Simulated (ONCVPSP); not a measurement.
# Potentials for tantalum compared

Generated with ld1.x 7.5 (TM, RRKJ, ultrasoft, PAW), atompaw 4.2 or ONCVPSP 4.0.1. The cutoff is in Ry: for ld1.x and atompaw files where the sum of valence levels is converged to 10 mRy in a Bessel basis, for ONCV files where the hardest occupied wave has 1 mHa per electron of residual kinetic energy. The error is the largest all-electron minus pseudo excitation energy over each file’s own four to seven test configurations (ionisations up to +4, promotions, holes and added fractions of an electron), all of which were solved. The labels leave out finer settings (local radius, basis sizes, second energies), which also bear on the numbers. Spin-polarised tests are not counted. The rows are a selection from randomly drawn settings: files with unsolved tests, undetermined cutoffs or missed reference levels are left out.

A true bound ghost makes a file unfit for plane-wave use even where its test errors are small: the radial tests pick states by their node count and pass the ghost by.

| potential | cutoff (Ry) | largest error (meV) | bound ghosts |
| --- | --- | --- | --- |
| ONCV, LDA (Perdew-Wang 92), scalar-relativistic, rc 1.85/2.55/1.75/0.55 (spdf), local smoothed, core correction yes, reference 4f14 5s2 5p6 5d3 6s1.75 6p0.25, qcut 6.3/4.3/5.6/19.8, projectors 2/2/2/2 | 1404 | -12 | s, p |
| ONCV, PBE, fully relativistic, rc 2.05/2.40/1.90 (spd), local smoothed, core correction yes, reference 5s2 5p6 5d3 6s1 6p1, qcut 5/6.3/5.9, projectors 3/3/2 | 27 | -6.4 | none |
| ONCV, PBE, scalar-relativistic, rc 2.85/4.00/1.95/3.30 (spdf), local d, core correction yes, reference 5d3 6s1.75 6p0.25, qcut 2.4/1.8/5.7/3.3, projectors 2/2/0/2 | 26 | -275 | s |
| ONCV, revPBE, scalar-relativistic, rc 1.25/2.15/1.95 (spd), local smoothed, core correction no, reference 5s2 5p6 5d3, qcut 4.8/5.1/4.6, projectors 2/3/2 | 290 | -110 | none |

(1) Fill in the row for Ta: ONCV, PBEsol, scalar-relativistic, rc 2.45/2.80/2.35 (spd), local d, core correction no, reference 5d3 6s1.5 6p0.5, qcut 2.3/2.8/5.3, projectors 2/2/0.

(2) Fill in the row for Ta: ONCV, PBE, scalar-relativistic, rc 1.90/1.65/2.80 (spd), local smoothed, core correction yes, reference 5s2 5p6 5d3 6s1.75, qcut 5/9.8/6.5, projectors 2/1/2.

Results:

(1) cutoff 21 Ry, largest error -13 meV, bound ghosts: p.

(2) cutoff 55 Ry, largest error -13 meV, bound ghosts: none.
